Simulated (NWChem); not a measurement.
Molecule: SiH$_{4}$O$_{3}$; SMILES O[SiH](O)O

```xyz
8

Si     0.0245    -0.0364     0.3448
O     -1.5159     0.3326    -0.1801
O      0.4255    -1.5567    -0.2056
O      0.9725     1.2064    -0.2639
H      0.1672    -0.1441     1.8270
H     -1.6318     1.2735    -0.3999
H      0.1816    -1.7188    -1.1347
H      1.8827     1.2408     0.0773
```
Atoms are numbered in this order, from 1.

Program: NWChem. Pople sets run with spherical d functions. STO-3G and 3-21G are far too small for this property and stand as cheap habits. All runs use the structure optimised with PBE-D3(BJ)/def2-SVP. Vertical excitations in the gas phase; the lowest state need not have the same character in each row.

**Question.** Taking Hartree-Fock/aug-cc-pVDZ, CIS as the yardstick, which of these has the fewest basis functions while keeping “lowest excitation, singlet (eV)” within 0.05 eV of it: Hartree-Fock/def2-SVPD, CIS; Hartree-Fock/def2-SVP, CIS; Hartree-Fock/6-31G*, CIS; Hartree-Fock/6-31+G*, CIS; Hartree-Fock/3-21G, CIS?

**Answer.** none of them.
```json
[
 {"level": "Hartree-Fock/3-21G, CIS", "basis functions": "48", "lowest excitation, singlet (eV)": "10.05", "relative time (rough)": "1"},
 {"level": "Hartree-Fock/6-31G*, CIS", "basis functions": "68", "lowest excitation, singlet (eV)": "10.09", "relative time (rough)": "5"},
 {"level": "Hartree-Fock/def2-SVP, CIS", "basis functions": "80", "lowest excitation, singlet (eV)": "10.03", "relative time (rough)": "4"},
 {"level": "Hartree-Fock/6-31+G*, CIS", "basis functions": "84", "lowest excitation, singlet (eV)": "9.47", "relative time (rough)": "8"},
 {"level": "Hartree-Fock/def2-SVPD, CIS", "basis functions": "125", "lowest excitation, singlet (eV)": "9.63", "relative time (rough)": "20"},
 {"level": "Hartree-Fock/aug-cc-pVDZ, CIS", "basis functions": "132", "lowest excitation, singlet (eV)": "9.29", "relative time (rough)": "60"}
]
```

The yardstick is one finite set, not the basis-set limit.
